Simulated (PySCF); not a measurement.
S+ (sulfur, charge +1) across methods

[Ne] 3s1 3p3 4s1, high-spin 6S determinant (an excited configuration). Computed with PySCF 2.14 in dyall-av3z (19s12p3d2f, 84 functions), with scalar relativity by spin-free X2C-1e.

```tsv
method	E (hartree)	mean ε 3s α (eV)	mean ε 3p α (eV)	mean ε 4s α (eV)	Σ⟨r²⟩ (bohr²)	⟨S²⟩
r2SCAN0	-398.0648	-38.758	-25.643	-8.337	36.77	8.750
PBE0	-397.9435	-37.892	-25.205	-8.310	36.47	8.750
B3LYP	-398.0810	-37.074	-24.643	-8.172	36.41	8.750
wB97X-V	-398.0028	-40.541	-27.579	-9.676	36.74	8.750
LDA	-396.6756	-34.809	-23.422	-7.977	36.02	8.750
UHF	-397.57592	-45.891	-29.794	-9.552	37.39	8.750
PBE	-397.9090	-35.012	-23.484	-7.797	36.24	8.750
r2SCAN	-398.0679	-36.341	-24.167	-7.829	36.85	8.750
B97-3	-398.0120	-37.871	-25.110	-8.290	36.56	8.750
```

The outer electron is Rydberg-like, and this basis confines it to a smaller radius and binds it less than a complete one would.
